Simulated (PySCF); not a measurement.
CH₄F₂O₂Si (SMILES CO[Si](O)(F)F), singlet, at a GFN2-xTB geometry. Base run: B3LYP/6-31G (PySCF).

Here is a job for PySCF.
```python
from pyscf import gto, scf, dft, solvent

mol = gto.M(
    atom='''
C    -2.18619586   -0.81119345    0.31827977
O    -1.22506704    0.19565229    0.12834127
Si    0.35272711    0.13461466   -0.03637448
O     1.06846503   -0.79930831    1.05421081
F     0.82156457    1.64830747    0.04849135
F     0.81683687   -0.32382187   -1.49682571
H    -1.91666339   -1.44593457    1.16298443
H    -2.27518101   -1.42675414   -0.57847466
H    -3.13705377   -0.31763881    0.51820291
H     2.01509671   -0.91823935    1.07144382
''',
    basis='6-31g',
    verbose=4,
)

mf = dft.RKS(mol)
mf.xc = 'b3lyp'
mf.kernel()
mf.analyze()
```

The base run was repeated with changes; each row names its change, and settings that it needs were set with it.

| change | ΔE vs base (kJ/mol) | dipole (D) | HOMO-LUMO gap (eV) |
|---|---|---|---|
| base | 0.00 | 2.92 | 8.84 |
| model = IEF-PCM; solvent = methanol; vdw_scale = 1.1 | -55.7 | 3.46 | 9.05 |
| model = IEF-PCM; solvent = chloroform | -29.8 | 3.26 | 8.98 |
| model = IEF-PCM; solvent = methanol; r_probe = 0.5 | -16.52 | 3.19 | 8.96 |
| model = IEF-PCM; solvent = methanol; vdw_scale = 1.4 | -23.40 | 3.25 | 8.98 |
| model = SS(V)PE; solvent = methanol | -40.1 | 3.36 | 9.02 |
| model = IEF-PCM; solvent = methanol; lebedev_order = 41 | -40.7 | 3.38 | 9.03 |
| model = IEF-PCM; solvent = methanol; vdw_scale = 1.0 | -78.6 | 3.54 | 9.09 |
| model = ddCOSMO; solvent = methanol | -32.3 | 3.30 | 9.03 |
| model = IEF-PCM; solvent = methanol; lebedev_order = 11 | -38.9 | 3.36 | 9.01 |
| model = COSMO; solvent = methanol | -40.6 | 3.37 | 9.03 |
| model = IEF-PCM; solvent = water | -41.8 | 3.39 | 9.03 |

The base is the gas phase, so ΔE is the electrostatic part of solvation at a fixed geometry, without cavity and dispersion terms.
